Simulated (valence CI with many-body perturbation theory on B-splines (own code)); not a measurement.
Which ion has this spectrum?

A relativistic CI+MBPT calculation for an atom or ion with 15 electrons gives these levels (× 10³ cm⁻¹):

| J | Parity | E | g |
| --- | --- | --- | --- |
| 3/2 | odd | 0.00 | 1.34 |
| 3/2 | even | 1949.8 | 0.78 |
| 5/2 | even | 2852.5 | 1.19 |
| 3/2 | odd | 3351.3 | 1.45 |
| 5/2 | odd | 3450.4 | 1.18 |
| 1/2 | odd | 3581.2 | 0.65 |
| 5/2 | even | 4851.6 | 1.45 |
| 3/2 | even | 5099.4 | 1.14 |
| 1/2 | even | 5120.4 | 2.02 |
| 5/2 | even | 5277.8 | 0.96 |
| 1/2 | even | 5306.6 | 0.22 |
| 3/2 | even | 5310.1 | 0.90 |
| 7/2 | even | 5381.9 | 1.02 |
| 5/2 | even | 5635.7 | 1.15 |

The energies are calculated, and their last digits are not significant.

Problem. Which is it?
A. Re60+
B. Ir62+
C. W59+
D. Hg65+

Solution. B. Ir62+, ground level (3s^2 3p1/2^2 3p3/2) J=3/2.
